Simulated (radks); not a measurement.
Values are calculated unless marked as measured or tabulated.
Q: The table gives one normalised radial function P(r) = r R(r) of V in [Ar] 3d2.5 4s2 4d0.5 (r in bohr). Level of theory: non-relativistic Kohn-Sham, LDA (Slater exchange, Perdew-Wang correlation), spin-unpolarised, spherical densities, point nucleus (a radial shooting solver on a logarithmic mesh with Libxc functionals).

| r | P |
|---|---|
| 0.003487 | 0.0000 |
| 0.004802 | 0.0000 |
| 0.006561 | 0.0000 |
| 0.008963 | 0.0000 |
| 0.01234 | 0.0000 |
| 0.01686 | 0.0000 |
| 0.02322 | 0.0001 |
| 0.03172 | 0.0002 |
| 0.04369 | 0.0004 |
| 0.05968 | 0.0009 |
| 0.08154 | 0.0019 |
| 0.1123 | 0.0041 |
| 0.1534 | 0.0081 |
| 0.2113 | 0.0151 |
| 0.2886 | 0.0255 |
| 0.3975 | 0.0389 |
| 0.543 | 0.0516 |
| 0.7418 | 0.0583 |
| 1.022 | 0.0531 |
| 1.396 | 0.0339 |
| 1.922 | 0.0000 |
| 2.626 | -0.0455 |
| 3.616 | -0.1014 |
| 4.94 | -0.1568 |
| 6.749 | -0.2071 |
| 9.294 | -0.2563 |
| 12.7 | -0.2768 |
| 17.48 | -0.2189 |
| 23.89 | -0.1046 |
| 32.9 | -0.0245 |
| 44.94 | -0.0028 |

Which n and l does it have? It may be an empty orbital.

A: n = 4, l = 2: the number of nodes gives n - l - 1 = 1, the rise at small r (about r^(l+1)) gives l, and the extent must fit the shell. The curve is that of 4d. 4d: eigenvalue -0.444 eV, 1 radial node at r = 1.92 bohr, <r> = 13.4 bohr, 90 % of the charge inside 20.3 bohr.
